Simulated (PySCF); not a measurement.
Molecule: `C#CC#Cc1ncno1`, C$_{6}$H$_{2}$N$_{2}$O.

Geometry (Å), atoms numbered from 1 in this order:
```xyz
11

C     4.095    0.697    0.209
C     2.915    0.460    0.137
C     1.592    0.194    0.052
C     0.405   -0.043   -0.022
C    -0.962   -0.313   -0.107
N    -1.908    0.142    0.674
C    -3.019   -0.425    0.153
N    -2.787   -1.181   -0.880
O    -1.449   -1.122   -1.068
H     5.122    0.901    0.274
H    -3.999   -0.268    0.552
```

Frames of a GFN2-xTB Langevin trajectory at 300 K; GIAO PBE0/pcSseg-1 shieldings in PySCF 2.14, gas phase, non-relativistic; equivalent atoms averaged within each frame.

Chemical shifts δ = σref − σ; 13C (σ = 186.93 ppm), 1H (σ = 31.72 ppm) against TMS; NH3 for 15N (σ = 267.73 ppm); 17O (σ = 336.08 ppm) against H2O, all at this level. The references are static minima.

Q: How do the shifts (ppm) fluctuate along the trajectory?

A: 
| time (fs) | C7 | C5 | C3 | C1 | C2 | C4 | N8 | N6 | O9 | H11 |
| --- | --- | --- | --- | --- | --- | --- | --- | --- | --- | --- |
| 250 | 170.9 | 162.7 | 100.2 | 93.8 | 76.3 | 65.2 | 433.6 | 302.3 | 445.7 | 9.18 |
| 425 | 163.2 | 170.7 | 95.8 | 87.9 | 74.1 | 67.4 | 419.4 | 293.0 | 450.0 | 8.89 |
| 625 | 160.8 | 172.8 | 101.8 | 88.1 | 76.1 | 66.8 | 405.5 | 321.4 | 416.3 | 8.83 |
| 800 | 168.7 | 180.2 | 95.7 | 90.6 | 72.5 | 62.4 | 440.9 | 320.4 | 477.0 | 9.65 |
| 1000 | 161.1 | 170.4 | 96.1 | 93.1 | 75.4 | 63.9 | 376.5 | 324.1 | 418.4 | 7.97 |
| mean of frames | 164.9 | 171.4 | 97.9 | 90.7 | 74.9 | 65.1 | 415.2 | 312.2 | 441.5 | 8.91 |
| standard deviation | 4.6 | 6.2 | 2.9 | 2.7 | 1.6 | 2.1 | 25.5 | 13.8 | 25.1 | 0.61 |

5 frames give an uncertainty of the mean of about the standard deviation over 2.2 at best, since frames this close in time may not be independent; classical motion lacks zero-point vibration, and the reference would need the same averaging.
